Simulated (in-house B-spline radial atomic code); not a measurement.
# Removing one electron from Pr³¹⁺

Closed shell [Ar] 3d10. Computed with a B-spline radial code for spherical atoms: Koopmans values of Dirac-Hartree-Fock plus a diagonal self-energy, in second order or with its direct term screened (direct RPA, with the hole-particle interaction, or full time-dependent Hartree-Fock), linearised in energy; no-pair Dirac-Coulomb Hamiltonian, finite nucleus. Shifts add to the Koopmans value (the ΔSCF shift is orbital relaxation alone); the final value takes TDHF screening with Breit and QED.

Command:
```bash
python run_mb.py task.json out
```
Settings (nuclear radius in fm, box in bohr, cutoff in hartree):
```
basis_form          2
Z                   59
core_configuration  [Ar] 3d10
rms_radius          4.8919
mass_number         141
speed_of_light      137.036
box_radius          3.497
lmax                7
intervals           58
virtual_cutoff      13924.0
```

Cost of the run: 23 s on 1 thread of Intel(R) Xeon(R) Platinum 8259CL CPU @ 2.50GHz (shared host).

Energies in eV:

| subshell | Koopmans | ΔSCF shift | second order | direct RPA | hole-particle | TDHF | Breit + QED | final |
| --- | --- | --- | --- | --- | --- | --- | --- | --- |
| 3d5/2 | 2024.27 | -3.826 | ? | ? | ? | ? | ? | ? |
| 3d3/2 | 2046.43 | -4.013 | -2.720 | -1.722 | -2.044 | -2.094 | -1.467 | 2042.87 |
| 3p3/2 | 2324.92 | -2.825 | -4.839 | -3.536 | -4.001 | -4.061 | -2.344 | 2318.52 |
| 3p1/2 | 2427.44 | -3.183 | -5.659 | -4.103 | -4.671 | -4.745 | -3.526 | 2419.17 |
| 3s1/2 | 2592.24 | -2.725 | -6.317 | -4.736 | -5.364 | -5.436 | -3.847 | 2582.96 |

(1) What does the self-energy do to 3d5/2?

Results:

(1) It shifts the removal energy by -2.527 eV in second order, -1.586 with direct RPA, -1.894 with the hole-particle term and -1.941 with TDHF screening (quasi-particle weight 0.996); Breit and QED add -0.978 eV. The final value is 2021.35 eV, against 2019 ± 4 eV (NIST, tabulated theory).
